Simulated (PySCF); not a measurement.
Cl₂Se.

```xyz
3

Se     0.0000     0.0000     0.6794
Cl     0.0000    -1.6623    -0.6794
Cl     0.0000     1.6623    -0.6794
```

Geometry: PBE0-D3(BJ)/def2-TZVP. The isomer is the one that the SMILES or the coordinates give; other isomers of the formula were not compared.

These are KT2/pcSseg-2 (PySCF) values and carry that method's errors. Non-relativistic, no solvent.

Give the absolute GIAO shielding of each atom: isotropic value and principal components (ppm). (An estimate is asked for; the answer gives what the named calculation found.)


```tsv
atom	σ(iso)	σ11	σ22	σ33	span
Se1	-319.4	-619.9	-468.7	130.4	750.2
Cl2	768.7	288.4	721.4	1296.3	1007.9
Cl3	768.7	288.4	721.4	1296.3	1007.9
```
